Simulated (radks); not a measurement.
The numbers below are computed, except where a source is named.
Problem. These are the eigenvalues of the occupied orbitals of an atom or ion with whole-number occupations (eV). Level of theory: scalar-relativistic Kohn-Sham, SCAN, spin-polarised, spherical densities, finite nucleus; meta-GGA in the generalised Kohn-Sham scheme; Fermi nuclear charge, rms radius of each element as measured or else 0.836 A^(1/3) + 0.57 fm (a radial shooting solver on a logarithmic mesh with Libxc functionals).

| orbital | eigenvalue |
|---|---|
| 1s up | -3167.132 |
| 1s down | -3166.467 |
| 2s up | -332.8987 |
| 2s down | -332.5457 |
| 2p up | -263.8481 |
| 2p down | -263.1242 |
| 3s up | -53.1762 |
| 3s down | -49.7257 |
| 3p up | -37.1807 |
| 3p down | -33.9122 |

Which element is it, and in what charge state? The configuration may be excited. Open shells, if any, are filled with parallel spins first.

Solution. Z = 18, argon, charge +2: Ar2+ in [Ne] 3s2 3p4. The list shows which subshells hold electrons but not how many an open one holds; the 1s level, -116.39 hartree, gives Z - s = 15.3 by -(Z - s)^2/2, which with screening and relativity narrows Z to a few neighbours, and the depths of the outer levels then fix element, charge and occupations together.
